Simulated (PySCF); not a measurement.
Coordinates in bohr (charge 0 multiplicity 1):
```
Zr    0.0000    0.0000   -0.2573
N     0.0000    0.0000   -3.4650
F     0.0000    0.0000    3.7753
```

These are results of PySCF, PBE0, basis Zr def2-TZVP with ECP28, N def2-TZVP, F def2-TZVP (scalar-relativistic core potentials, no spin–orbit coupling, density fitting), not measurements.

This geometry of FZrN is a stationary point at this level.

(1) What is the point group?

(2) Is it a minimum?

(3) List the harmonic modes with their infrared intensities.

Results:

(1) C∞v.

(2) No: it has 2 imaginary modes (one degenerate set), at 217i cm⁻¹ (π).

(3) 
```tsv
symmetry	ω (cm⁻¹)	IR (km/mol, summed over degenerate members)	type
π	217i	–	bend
σ+	474	117	stretch
σ+	1063	267	stretch
```

Only a few start shapes were tried, so a lower isomer may exist. At this level a singlet minimum of Cs symmetry lies 117 kJ/mol below this structure.
